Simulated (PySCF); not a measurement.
BH₂O₂, SMILES O[B]O (connectivity only; charge and spin as stated), charge +1, multiplicity 1.

Geometry optimised at B3LYP-D3(BJ)/def2-TZVP. The spin state was assumed, not searched. The isomer is the one that the SMILES or the coordinates give; other isomers of the formula were not compared. One conformer was computed; it need not be the lowest.

Two levels are set side by side: PBE/def2-TZVPD (PySCF) and B3LYP/def2-TZVPD (PySCF). Same geometry, gas phase. Differences are taken from unrounded values.

```json
[
 {"quantity": "orbital gap (eV)", "PBE": "9.08"},
 {"quantity": "highest occupied level (eV)", "PBE": "-16.44"},
 {"quantity": "lowest empty level (eV)", "PBE": "-7.36"},
 {"quantity": "mean polarisability (bohr³)", "PBE": "18.1"}
]
```

Problem. These are the PBE values. What does B3LYP give? (An estimate is asked for; the answer gives what the named calculation found.)

Solution. 
| quantity | B3LYP | PBE minus B3LYP |
|---|---|---|
| orbital gap (eV) | 11.09 | -2.01 |
| highest occupied level (eV) | -17.91 | 1.47 |
| lowest empty level (eV) | -6.82 | -0.54 |
| mean polarisability (bohr³) | 17.5 | 0.6 |

Without exact exchange PBE keeps part of each electron's self-repulsion, which lifts occupied levels and narrows the gap. Loosely held outer electrons make PBE densities more polarisable. Differences between two approximate levels are no errors against the true value.

Rough cost on one machine, each run with all the roots and properties that it gave: B3LYP against PBE within a factor of 2.
